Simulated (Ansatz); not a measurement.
Species: CH6BOSi, net charge 0, doublet state. It need not be the lowest isomer of its formula. SMILES: C[SiH2][B]O
Geometry from a B3LYP-D3(BJ)/def2-TZVP (Ansatz, a program for electronic structure) optimisation:
```xyz
10

C      1.7896     0.6191     0.1180
Si     0.5260    -0.7606    -0.1269
B     -1.4200    -0.2459    -0.0516
O     -1.9601     0.9597     0.1515
H      1.6749     1.3898    -0.6461
H      1.6634     1.0916     1.0937
H      2.8078     0.2282     0.0578
H      0.7209    -1.8091     0.9088
H      0.7366    -1.4047    -1.4500
H     -2.9250     0.9907     0.1504
```
Charge 0, spin multiplicity 2.

Wanted: atomisation energy (electronic, to ground-state atoms), in kcal/mol. Correlated levels leave the core frozen unless marked. Open shells are spin-unrestricted. No spin-orbit coupling. No relativistic terms. The coupled-cluster limit lacks core correlation, which all-electron functionals hold. Basis-set limits of correlation are two-point, X^-3; Hartree-Fock from the larger set.

| level | program | atomisation energy (kcal/mol) |
|---|---|---|
| BLYP-D3(BJ)/def2-TZVPD | Ansatz + dftd3 | 837.3 |
| B3LYP-D3(BJ)/def2-TZVPD | Ansatz + dftd3 | 841.7 |
| PBE0-D4/def2-TZVP | Ansatz + dftd4 | 840.1 |
| HSE06-D4/def2-TZVPD | Ansatz + dftd4 | ? |
| CCSD(T)/CBS(cc-pV(T+d)Z,cc-pV(Q+d)Z) | Ansatz | ? |

Task: Fill in the missing entries.

Result: 
- HSE06-D4/def2-TZVPD, atomisation energy (kcal/mol): 840.9
- CCSD(T)/CBS(cc-pV(T+d)Z,cc-pV(Q+d)Z), atomisation energy (kcal/mol): 838.5
